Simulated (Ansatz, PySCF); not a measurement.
Ge(H)2(PH2)2 (GeH₆P₂), SMILES [PH2][GeH2][PH2]. Atoms are numbered in the order given.

```xyz
9

Ge     0.0000     0.0000     0.6342
P      1.9848    -0.0002    -0.5858
P     -1.9848     0.0002    -0.5858
H      0.0001    -1.2510     1.5348
H     -0.0001     1.2510     1.5348
H      1.5480     1.0368    -1.4670
H      1.5495    -1.0407    -1.4636
H     -1.5480    -1.0368    -1.4670
H     -1.5495     1.0407    -1.4636
```
Charge 0, spin multiplicity 1.

Geometry: PBE0-D3(BJ)/def2-SVP. The structure was generated by enumeration, and PubChem lists no compound with its InChIKey, so it may never have been made. The values are those of a single conformer.

Two levels are set side by side: PBE-D3(BJ)/def2-SVP (Ansatz, a program for electronic structure) and PBE0-D3(BJ)/def2-SVP (Ansatz). Each level has its own optimised geometry; the coordinates shown are those of the second. Frequencies come from the Hessian of PySCF at each geometry. Differences are taken from unrounded values.

| quantity | PBE0-D3(BJ) | PBE-D3(BJ) | PBE-D3(BJ) minus PBE0-D3(BJ) |
|---|---|---|---|
| mean bond length (Å) | 1.682 | 1.697 | 0.015 |
| bond Ge1–P2 (Å) | 2.330 | 2.351 | 0.021 |
| bond Ge1–P3 (Å) | 2.330 | 2.351 | 0.021 |
| bond Ge1–H4 (Å) | 1.541 | 1.554 | 0.013 |
| bond Ge1–H5 (Å) | 1.541 | 1.554 | 0.013 |
| bond P2–H6 (Å) | 1.429 | 1.442 | 0.013 |
| bond P2–H7 (Å) | 1.429 | 1.442 | 0.013 |
| bond P3–H8 (Å) | 1.429 | 1.442 | 0.013 |
| bond P3–H9 (Å) | 1.429 | 1.442 | 0.013 |
| highest harmonic wavenumber (cm⁻¹) | 2417 | 2329 | -88 |
| mean harmonic wavenumber (cm⁻¹) | 1071 | 1031 | -40 |
| zero-point energy (kcal/mol) | 32.16 | 30.95 | -1.21 |

GGA bonds tend to be longer and softer than those of functionals with exact exchange. Differences between two approximate levels are no errors against the true value.
